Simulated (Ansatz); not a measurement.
Reaction (redistribution): `[AgH]` + `Cl[SiH]1CS1` → `[Cl][Ag]` + `C1[SiH2]S1`

Calculated with Ansatz (gas phase, PBE0-D4/def2-TZVP geometries, no zero-point term in ΔE). CCSD(T)/CBS is the MP2 limit (def2-TZVPP, def2-QZVPP) plus CCSD(T) − MP2 in def2-TZVPP, frozen cores. DFT in def2-TZVPP. B3LYP here is the variant with VWN-RPA as its local correlation; programs differ in this. HSE06 is defined as in plane-wave codes. def2 core potentials past Kr. For Ag outer-core shells are correlated without core-valence functions, which leaves a few kJ/mol of doubt a bond.

**Question.** Is it downhill or uphill in electronic energy at CCSD(T)/CBS, and by how much? (Best estimate.)

**Answer.** The calculation gave: Downhill: ΔE = -2.5 kcal/mol.

**Question.** What do these levels give: PBE-D4, r2SCAN-D4, B3LYP-D4, r2SCANh-D4, BHLYP-D4, PBE0, r2SCANh, HSE06, BHLYP, LC-ωPBE, CCSD/def2-SVP, SCS-MP2/def2-TZVPP? (Estimate.)

**Answer.** Ansatz gave: PBE-D4 3.2, r2SCAN-D4 1.5, B3LYP-D4 -0.2, r2SCANh-D4 0.4, BHLYP-D4 -5.0, PBE0 -1.3, r2SCANh 0.2, HSE06 -1.3, BHLYP -6.0, LC-ωPBE -5.1, CCSD/def2-SVP -5.5, SCS-MP2/def2-TZVPP -2.3 kcal/mol.

Largest T1 diagnostic among the species: 0.026, so the coupled-cluster value is less sure than usual.

Leaving LDA and LC-ωPBE aside and taking each functional with its dispersion term where it has one, the values spread over 8.2 kcal/mol, from BHLYP-D4 to PBE-D4. LDA lies +4.6 kcal/mol from PBE without D4. In def2-TZVPP, CCSD(T) changes the Hartree–Fock value by +13.4 kcal/mol (the triples alone add +1.9 kcal/mol) and MP2 by +14.5 kcal/mol.
